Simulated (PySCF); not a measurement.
C3H2Cl4.
SMILES: `Cl/C=C\C(Cl)(Cl)Cl`

Theory: PBE0-D3(BJ)/def2-SVP geometry optimisation, gas phase in PySCF 2.14.0.

Take the most abundant isotopes and a rigid rotor. 

(1) What are A, B and C (cm⁻¹)?

(2) What kind of rotor is it?

(3) Is it planar, by Δ = Ic − Ia − Ib?

(4) Give the other two planar moments, Paa and Pbb, and the rms extents of the mass along the axes.

(5) Give the coordinates in the principal-axis frame, origin at the centre of mass.

(6) Which lines would a microwave search look for?

(7) Estimate the classical rotational partition function at 10 K, 100 K and 298.15 K.

Answers

(1) Ia = 270.67, Ib = 601.04, Ic = 625.36 u·Å²; 505379 MHz·u·Å²/I gives 1867, 840.8 and 808.1 MHz, that is A = 0.06228, B = 0.02805, C = 0.02696 cm⁻¹.

(2) A near-prolate asymmetric top. Ray's parameter κ = (2B − A − C)/(A − C) = -0.938; −1 is the prolate and +1 the oblate limit.

(3) Not planar: Δ = Ic − Ia − Ib = -246.35 u·Å². For a rigid frame Δ = −2 Σ m c², so Σ m c² = 123.18 u·Å² lies off the ab plane: 10.69 from hydrogen and 112.48 from heavier atoms. The atom farthest from that plane is 2.31 Å away.

(4) Paa = Σ m a² = (Ib + Ic − Ia)/2 = 477.87 and Pbb = Σ m b² = (Ia + Ic − Ib)/2 = 147.50 u·Å². With the mass M = 177.89 u, the rms extents √(P/M) along a, b and c are 1.64, 0.91, 0.83 Å.

(5) The sense of each axis is arbitrary; atoms in the order of the calculation.
| atom | mass (u) | a (Å) | b (Å) | c (Å) |
| --- | --- | --- | --- | --- |
| Cl1 | 34.969 | 2.602 | 0.000 | 0.013 |
| C2 | 12.000 | 1.583 | 0.000 | -1.359 |
| C3 | 12.000 | 0.248 | 0.000 | -1.337 |
| C4 | 12.000 | -0.639 | 0.000 | -0.126 |
| Cl5 | 34.969 | -0.367 | -1.456 | 0.870 |
| Cl6 | 34.969 | -0.357 | 1.448 | 0.878 |
| Cl7 | 34.969 | -2.341 | 0.007 | -0.660 |
| H8 | 1.008 | 2.121 | 0.000 | -2.309 |
| H9 | 1.008 | -0.272 | -0.001 | -2.297 |

(6) The dipole components are |μa| = 0.83 D, |μb| = 0.00 D, |μc| = 1.97 D; the mirror of this Cs structure is the ac plane, so μb vanishes by symmetry and there are no b-type lines. The squared components, which scale the intensities, stand as 0.18 : 1.00 (a : c). Some lines, for components of 0.1 D or more:

```json
{"type": "c", "branch": "Q", "J(Ka,Kc)": "2(1,2) ← 2(0,2)", "MHz": "994", "lower level (cm⁻¹)": "0.165"}
{"type": "a", "branch": "R", "J(Ka,Kc)": "1(0,1) ← 0(0,0)", "MHz": "1649", "lower level (cm⁻¹)": "0.000"}
{"type": "c", "branch": "R", "J(Ka,Kc)": "2(1,1) ← 1(0,1)", "MHz": "4390", "lower level (cm⁻¹)": "0.055"}
{"type": "a", "branch": "R", "J(Ka,Kc)": "3(1,3) ← 2(1,2)", "MHz": "4897", "lower level (cm⁻¹)": "0.198"}
{"type": "c", "branch": "R", "J(Ka,Kc)": "3(1,2) ← 2(0,2)", "MHz": "6088", "lower level (cm⁻¹)": "0.165"}
{"type": "a", "branch": "R", "J(Ka,Kc)": "4(0,4) ← 3(0,3)", "MHz": "6588", "lower level (cm⁻¹)": "0.330"}
{"type": "a", "branch": "R", "J(Ka,Kc)": "4(3,2) ← 3(3,1)", "MHz": "6597", "lower level (cm⁻¹)": "0.643"}
{"type": "a", "branch": "R", "J(Ka,Kc)": "4(3,1) ← 3(3,0)", "MHz": "6597", "lower level (cm⁻¹)": "0.643"}
{"type": "a", "branch": "R", "J(Ka,Kc)": "5(1,5) ← 4(1,4)", "MHz": "8160", "lower level (cm⁻¹)": "0.579"}
{"type": "a", "branch": "R", "J(Ka,Kc)": "5(4,1) ← 4(4,0)", "MHz": "8247", "lower level (cm⁻¹)": "1.107"}
{"type": "c", "branch": "Q", "J(Ka,Kc)": "5(5,1) ← 5(4,1)", "MHz": "9382", "lower level (cm⁻¹)": "1.382"}
{"type": "c", "branch": "R", "J(Ka,Kc)": "4(2,2) ← 3(1,2)", "MHz": "9637", "lower level (cm⁻¹)": "0.368"}
{"type": "c", "branch": "R", "J(Ka,Kc)": "4(2,3) ← 3(1,3)", "MHz": "9822", "lower level (cm⁻¹)": "0.362"}
{"type": "c", "branch": "R", "J(Ka,Kc)": "3(3,0) ← 2(2,0)", "MHz": "10160", "lower level (cm⁻¹)": "0.304"}
{"type": "c", "branch": "R", "J(Ka,Kc)": "5(3,2) ← 4(2,2)", "MHz": "13452", "lower level (cm⁻¹)": "0.690"}
{"type": "c", "branch": "R", "J(Ka,Kc)": "5(3,3) ← 4(2,3)", "MHz": "13463", "lower level (cm⁻¹)": "0.689"}
{"type": "c", "branch": "R", "J(Ka,Kc)": "5(4,1) ← 4(3,1)", "MHz": "15543", "lower level (cm⁻¹)": "0.863"}
```

(7) Point group Cs, symmetry number σ = 1; q = (√π/σ)·√((kT/h)³/(ABC)), k/h = 20836.6 MHz/K: 4730 at 10 K, 150000 at 100 K, 771000 at 298.15 K.

Not checked by PBE0-D3(BJ)/def2-SVP frequencies. Constants of a rigid frame at the computed geometry: no zero-point averaging, no centrifugal distortion. Quadrupole hyperfine structure (35Cl) is left out.

Conformer computed: `[Cl:1]/[CH:2]=[CH:3]\[C:4]([Cl:5])([Cl:6])[Cl:7]`: C2–C3–C4–Cl5 -61°.
